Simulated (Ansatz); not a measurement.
`[SeH][SiH]([SeH])[SeH]` + PH₃ → `P[SeH]` + `[SeH][SiH2][SeH]`  (ligand exchange at the Se–Si bond)

Calculated with Ansatz (gas phase, PBE0-D4/def2-TZVP geometries, no zero-point term in ΔE). CBS: MP2 limit from def2 TZ/QZ plus the TZ coupled-cluster correction, frozen cores. This one scheme is used for every species. Functionals use def2-TZVPP. B3LYP here is the variant with VWN-RPA as its local correlation; programs differ in this. For Se outer-core shells are correlated without core-valence functions, which leaves a few kJ/mol of doubt a bond. Scalar relativity is left out up to krypton. One conformer a species, not always the lowest.

| level | ΔE (kcal/mol) | difference from CCSD(T)/CBS |
| --- | --- | --- |
| PBE-D4 | 11.7 | -0.8 |
| r2SCAN-D4 | 11.9 | -0.6 |
| PBE0-D4 | 12.0 | -0.5 |
| B3LYP-D4 | 11.7 | -0.8 |
| ωB97X-V | 11.6 | -0.9 |
| ωB97M-V | 11.9 | -0.6 |
| B2PLYP | 11.1 | -1.4 |
| PBE | 10.5 | -2.0 |
| r2SCAN | 11.6 | -0.9 |
| PBE0 | 10.9 | -1.6 |
| B3LYP | 9.6 | -2.9 |
| HF/def2-TZVPP | 9.6 | -2.9 |
| MP2/def2-TZVPP | 13.7 | 1.2 |
| SCS-MP2/def2-TZVPP | 12.4 | -0.1 |
| CCSD/def2-TZVPP | 12.1 | -0.4 |
| CCSD(T)/def2-TZVPP | 12.5 | 0.0 |
| HF/def2-QZVPP | 9.3 | -3.2 |
| MP2/def2-QZVPP | 13.6 | 1.1 |
| SCS-MP2/def2-QZVPP | 12.3 | -0.2 |
| HF/CBS(def2) | 9.3 | -3.2 |
| MP2/CBS(def2) | 13.7 | 1.2 |
| CCSD/CBS(def2) | 12.2 | -0.3 |
| CCSD(T)/CBS | 12.5 | 0 |

Largest T1 diagnostic among the species: 0.013.

The D4 term adds +2.1 kcal/mol with B3LYP and +1.1 kcal/mol with PBE0; it sums over pairs of atoms, weighted by their polarisabilities, and B3LYP, whose exchange is more repulsive, gets the larger term. In def2-TZVPP, CCSD(T) changes the Hartree–Fock value by +2.9 kcal/mol (the triples alone add +0.4 kcal/mol) and MP2 by +4.1 kcal/mol.
